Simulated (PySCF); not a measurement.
AlFCl₂, SMILES [F][Al]([Cl])[Cl]. Coordinates come from a PBE0-D3(BJ)/def2-SVP optimisation.

TDDFT-LC-ωPBE/def2-SVPD (PySCF) puts the lowest singlet excitations at 7.60, 7.80, 8.03, 8.20, 8.24, 8.58 eV.

### Question
What are the lowest excitation roots from ADC(2)/aug-cc-pVDZ (PySCF)? (The exact figures need the calculation; the answer reports its results.)

### Answer
7.34, 7.55, 7.94, 7.98, 8.03, 8.42 eV. S1 differs by -0.26 eV (second minus first; roots are paired by order, and the bases may differ).
